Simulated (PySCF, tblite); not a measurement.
Isomers of C7H12OP2, one GFN2-xTB conformer each. Single-point energies are computed at PBE0/pcSseg-1 (PySCF, gas phase, no added dispersion term), electronic only.

| SMILES | GFN2-xTB relative energy (kJ/mol) |
| --- | --- |
| COc1cp(CP)cc1C | 143.7 |
| CP(C)P1(=O)C=CCC=C1 | 0.0 |
| CC(C)P(P)c1ccco1 | 24.1 |
| C=C[P@@](C)(=O)C#CPCC | 182.7 |
| CCCP(P)c1ccco1 | 22.9 |

Conformers: `[CH3:1][O:2][c:3]1[cH:4][p:5]([CH2:6][PH2:7])[cH:8][c:9]1[CH3:10]` with C1–O2–C3–C4 -2°, C4–P5–C6–P7 26°, P5–C6–P7–H 66° and 158°; `[CH3:1][P:2]([CH3:3])[P:4]1(=[O:5])[CH:6]=[CH:7][CH2:8][CH:9]=[CH:10]1` with C1–P2–P4–O5 49°, P2–P4–C6–C7 -75°, C6–C7–C8–C9 -42°, C7–C8–C9–C10 42°, P2–P4–C10–C9 75°; `[CH3:1][CH:2]([CH3:3])[P:4]([PH2:5])[c:6]1[cH:7][cH:8][cH:9][o:10]1` with C1–C2–P4–P5 66°, C2–P4–P5–H 170° and -98°, C2–P4–C6–C7 92°; `[CH2:1]=[CH:2][P@@:3]([CH3:4])(=[O:5])[C:6]#[C:7][PH:8][CH2:9][CH3:10]` with C1–C2–P3–C4 -126°, C7–P8–C9–C10 -51°; `[CH3:1][CH2:2][CH2:3][P:4]([PH2:5])[c:6]1[cH:7][cH:8][cH:9][o:10]1` with C1–C2–C3–P4 -173°, C2–C3–P4–P5 -36°, C3–P4–P5–H -174° and -82°, C3–P4–C6–C7 68°.

Q: What does PBE0/pcSseg-1 give for the same structures?

A: 
```csv
SMILES,PBE0/pcSseg-1 E (Eh),PBE0/pcSseg-1 (kJ/mol),GFN2-xTB (kJ/mol),point group
CP(C)P1(=O)C=CCC=C1,-1031.14786,0.0,0.0,Cs
CC(C)P(P)c1ccco1,-1031.12913,49.2,24.1,C1
CCCP(P)c1ccco1,-1031.12757,53.3,22.9,C1
COc1cp(CP)cc1C,-1031.11259,92.6,143.7,C1
C=C[P@@](C)(=O)C#CPCC,-1031.09087,149.6,182.7,C1
```

Both levels put the same isomer lowest; measured from each level's own lowest isomer, the values differ by up to 51.1 kJ/mol (COc1cp(CP)cc1C: 143.7 against 92.6). As drawn, the highest has a C≡C bond, which the lowest lacks. Neighbours under 10 kJ/mol apart (CC(C)P(P)c1ccco1 and CCCP(P)c1ccco1) can change places with a better method, another conformer or zero-point energy.

Q: Which frontier levels, dipoles and rotational constants go with these structures?

A: 
| SMILES | HOMO (eV, PBE0/pcSseg-1) | LUMO (eV) | dipole (D) | A, B, C (MHz) |
| --- | --- | --- | --- | --- |
| CP(C)P1(=O)C=CCC=C1 | -6.69 | -1.00 | 3.58 | 1544, 801.0, 792.0 |
| CC(C)P(P)c1ccco1 | -6.25 | -0.26 | 1.20 | 1456, 785.4, 580.8 |
| CCCP(P)c1ccco1 | -5.98 | -0.09 | 1.28 | 1215, 772.9, 600.6 |
| COc1cp(CP)cc1C | -6.17 | -1.03 | 0.84 | 1270, 760.4, 655.3 |
| C=C[P@@](C)(=O)C#CPCC | -7.18 | -0.88 | 3.05 | 1756, 423.1, 393.5 |

Q: What happens when harmonic zero-point energies from GFN2-xTB frequencies are added?

A: 
```csv
SMILES,ZPE (kJ/mol),electronic (kJ/mol),with ZPE (kJ/mol)
CP(C)P1(=O)C=CCC=C1,449.6,0.0,0.0
CC(C)P(P)c1ccco1,447.9,49.2,47.4
CCCP(P)c1ccco1,448.4,53.3,52.1
COc1cp(CP)cc1C,440.8,92.6,83.8
C=C[P@@](C)(=O)C#CPCC,438.1,149.6,138.2
```

The zero-point energies span 11.5 kJ/mol. The order is unchanged.

Q: As an exercise, what shares would exp(−E/RT) give at 2000 K from these electronic energies alone (no entropy, no degeneracies)?

A: RT = 16.629 kJ/mol: CP(C)P1(=O)C=CCC=C1 91.2 %, CC(C)P(P)c1ccco1 4.7 %, CCCP(P)c1ccco1 3.7 %, COc1cp(CP)cc1C 0.3 %, C=C[P@@](C)(=O)C#CPCC under 0.1 %.
